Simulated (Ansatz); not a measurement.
A single point on `[F][Ti]([F])([F])[SeH]`.

```yaml
crystal:
  periodic: [false, false, false]
  atoms:
    - {symbol: F, position_ang: [-0.803074, -1.009895, 1.378723]}
    - {symbol: Ti, position_ang: [0.294152, -0.498898, 0.123768]}
    - {symbol: F, position_ang: [1.957301, -0.733086, 0.566997]}
    - {symbol: F, position_ang: [-0.124025, -1.351170, -1.338792]}
    - {symbol: Se, position_ang: [0.070433, 1.874337, -0.230906]}
    - {symbol: H, position_ang: [-1.352587, 1.654712, -0.545989]}
basis:
  gaussian: {orbitals: def2-TZVPP}
hamiltonian: {xc: pbe}
correlation: {method: rpa}
```

```sh
$ ansatz run in.yaml --threads 4 --pin off --events-out ev --progress --plain --max-ram 10444MiB
```

Shortened log:

```
Functional definition: PBE
  name "PBE"
  cite "Perdew, Burke & Ernzerhof, Phys. Rev. Lett. 77, 3865 (1996) doi:10.1103/PhysRevLett.77.3865"
  parent pbe
  parameter kappa = 0.804
  parameter beta = 0.06672455060314922
  exchange = pbe_x(kappa = kappa, mu = beta*pi^2/3)
  correlation = pbe_c(beta = beta)
1478 factors; integrals over basis functions are off by at most 8.6e-4 eV
mean field evaluation 1: about -96614.3238 eV, gradient 6.1e1 eV
mean field evaluation 2: about -96614.3216 eV, gradient 6.1e1 eV
mean field evaluation 4: about -96614.6949 eV, gradient 4.9e1 eV
mean field evaluation 8: about -96619.8896 eV, gradient 2.9e0 eV
mean field evaluation 16: about -96619.9065 eV, gradient 9.6e-4 eV
mean field -96619.90647619 eV, -3550.7160716751 hartree, gradient 8.1e-6 eV, S^2 0.000000; 0 other end points of the search recorded, 0 dependent functions left out
17 core orbitals not correlated: weight in the atoms' cores, before any rotation towards them, 1.000 or more for the frozen orbitals, at most 0.000 for the correlated occupied ones
reference -96529.40656639 eV, -3547.3902613331 hartree; 25, 25 occupied and 177, 177 virtual orbitals, 1478 factors
Total energy: -96589.35646434 eV, -3549.5933794473 hartree
```

Run time 6 s (4 threads of an Arm Neoverse V2 on a shared host); peak host memory 0.53 GiB.
